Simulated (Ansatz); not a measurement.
Relaxation of CH$_{7}$NOSi (11 atoms, charge 0, multiplicity 1), to a largest force component of 0.015 eV/Å in at most 40 steps.

Theory: RKS PBE-D4/6-31G (Ansatz).

```xyz
11
Properties=species:S:1:pos:R:3
N -0.988 0.043 -1.097
C 0.263 0.554 -0.609
Si 0.614 -0.191 1.066
O -0.262 0.514 2.248
H -1.172 0.440 -2.072
H -1.785 0.519 -0.552
H 0.303 1.652 -0.551
H 1.081 0.263 -1.321
H 2.088 -0.125 1.398
H 0.248 -1.671 1.099
H -0.475 1.482 2.017
```

**Question.** Where does it end, and by what steps?

**Answer.** The forces met the threshold. Limits of this set-up: no polarisation functions. After 13 steps the energy has fallen by 0.712 eV; H7 moved furthest, 0.51 Å.

```tsv
step	energy less start (eV)	largest force component (eV/Å)	accepted
0	0.0000	3.556	yes
1	-0.4905	1.900	yes
2	-0.6517	0.628	yes
3	-0.6183	1.001	no
4	-0.6818	0.393	yes
5	-0.6973	0.222	yes
6	-0.7057	0.247	yes
7	-0.7057	0.499	no
8	-0.7107	0.053	yes
9	-0.7112	0.106	yes
10	-0.7119	0.034	yes
11	-0.7121	0.051	yes
12	-0.7122	0.020	yes
13	-0.7122	0.005	yes
```

```xyz
11
Properties=species:S:1:pos:R:3
N -1.053 0.286 -1.076
C 0.356 0.498 -0.761
Si 0.641 -0.179 1.018
O -0.640 0.442 2.054
H -1.351 0.491 -2.028
H -1.713 0.583 -0.359
H 0.723 1.553 -0.829
H 0.993 -0.098 -1.443
H 2.017 0.244 1.529
H 0.480 -1.675 1.068
H -0.537 1.334 2.453
```

The run took 40 s on 1 thread of Arm Neoverse V2 (shared host), peak memory 0.15 GiB.
